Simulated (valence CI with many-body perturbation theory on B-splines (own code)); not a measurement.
Tm LXV: what each term of the Hamiltonian does

Computed by relativistic CI+MBPT: three valence electrons over a frozen Dirac-Fock core [He], a basis of 11 s, 11 p, 9 d, 7 f, 5 g, 2 h, 1 i functions for each j, with the one-electron correlation potential Σ1, the two-electron term Σ2, the three-electron term Σ3, Breit, model QED; selected CI, second order for the rest (own B-spline code, finite nucleus).

No measured spectrum was set against this ion. As an estimate, large intervals hold to a few tenths of a per cent, small ones and those within an open d or f shell to about a per cent.

Each rung adds one term. CI alone is the Dirac-Coulomb CI over the frozen core; QED comes last and gives the full result, which names the levels. Energies are above (2s^2 2p1/2) J=1/2 on the same rung, in eV.

Levels are named by their leading jj configuration (3d3/2^4 stands for four electrons in 3d with j = 3/2), which in mixed levels can hold well under half, so a name can repeat and another be missing. Letters in brackets count levels of one name in rising energy.

```tsv
Level	CI alone	Σ1	Σ2	Σ3	Breit	QED	Full
(2s 2p1/2^2) J=1/2	240.0	-0.33	-0.14	-0.02	+15.63	-14.37	240.8
(2s^2 2p3/2) J=3/2	1078.6	+0.18	-0.01	-0.01	-15.36	+1.23	1064.7
(2s 2p1/2 2p3/2) J=3/2 [a]	1247.4	-0.14	-0.06	+0.01	-0.77	-12.84	1233.6
(2s 2p1/2 2p3/2) J=5/2	1295.0	-0.14	-0.10	-0.02	-9.37	-12.86	1272.6
(2s 2p1/2 2p3/2) J=1/2	1352.2	-0.14	-0.32	-0.05	-0.23	-12.92	1338.5
(2s 2p1/2 2p3/2) J=3/2 [b]	1359.0	-0.14	-0.24	-0.06	-5.14	-12.90	1340.5
(2p1/2^2 2p3/2) J=3/2	1607.7	-0.46	-0.45	-0.07	+11.89	-26.94	1591.7
(2s 2p3/2^2) J=5/2	2348.4	+0.04	-0.07	-0.02	-20.86	-11.34	2316.1
(2s 2p3/2^2) J=1/2	2439.8	+0.05	-0.09	-0.07	-12.24	-11.38	2416.1
(2s 2p3/2^2) J=3/2	2446.7	+0.04	-0.30	-0.06	-18.12	-11.41	2416.8
(2p1/2 2p3/2^2) J=3/2	2641.3	-0.28	-0.42	-0.06	-3.26	-25.78	2611.5
(2p1/2 2p3/2^2) J=5/2	2671.9	-0.28	-0.37	-0.06	-11.56	-25.78	2633.9
(2p1/2 2p3/2^2) J=1/2	2713.4	-0.28	-0.33	-0.06	-0.59	-25.77	2686.3
(2p3/2^3) J=3/2	3760.0	-0.10	-0.32	-0.06	-18.63	-24.29	3716.6
(2s^2 3s) J=1/2	9052.1	+0.46	-0.07	-0.06	-22.23	+3.64	9033.8
(2s^2 3p1/2) J=1/2	9133.0	+0.38	-0.07	-0.06	-18.13	-0.75	9114.3
(2s 2p1/2 3s) J=1/2 [a]	9214.1	+0.14	-0.05	-0.06	-8.99	-10.29	9194.8
(2s 2p1/2 3s) J=3/2	9244.0	+0.14	-0.13	-0.06	-12.94	-10.34	9220.7
(2s 2p1/2 3s) J=1/2 [b]	9270.1	+0.14	-0.09	-0.06	-10.92	-10.44	9248.7
```

The middle columns are the shifts that each term adds.

Problem. How does the ionisation energy move along the ladder, and which term matters most?

Solution. CI alone 16056, + Σ1 16057, + Σ2 16057, + Σ3 16057, + Breit 16031, + QED 16030 eV. The largest step is Breit, -26 eV. NIST lists 16036 ± 24 eV (theoretical).
